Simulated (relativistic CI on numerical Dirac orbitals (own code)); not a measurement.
**From line strength to rate: O+ 538.26 Å (vacuum)**

Problem. For 2s²2p³ ²D°5/2 – 2s2p⁴ ²P3/2 of O+ a semi-empirical relativistic CI calculation gives the line strength S = 2.342 e²a₀² in the length gauge. The measured levels are 26810.55 and 212593.82 cm⁻¹ (NIST Handbook). Find gf, f, A and the partial lifetime.

Working.
1. σ = 212593.82 − 26810.55 = 185783.27 cm⁻¹, so the vacuum wavelength is 10⁸/σ = 538.26 Å.
2. gf = 303.756 S/λ(Å) = 1.322, log gf = 0.121; with g = 6 for the lower level, f = 0.22.
3. A = 2.02613 × 10¹⁸ S/(g_u λ³) with g_u = 4: A = 7.61 × 10^9 s⁻¹.
4. The partial lifetime for this S is 1/A = 0.131 ns; in the calculation this line carries 76 % of the decay of the upper level.

Check. The Handbook lists A = 5.18 × 10^9 s⁻¹, a tabulated value with its own uncertainty (a few per cent for the best lines, 25 % or more for others); ours lies 47 % above it. The velocity form of the same calculation gives S = 0.943, and the gap between the two forms is a rough gauge of the error in S. A miss this large is common for lines of near-neutral atoms, where core polarisation and correlation outside the CI space change S. With the computed energy (190579 cm⁻¹) in place of the measured one the rate would change by the factor (σ_calc/σ)³ = 1.08.
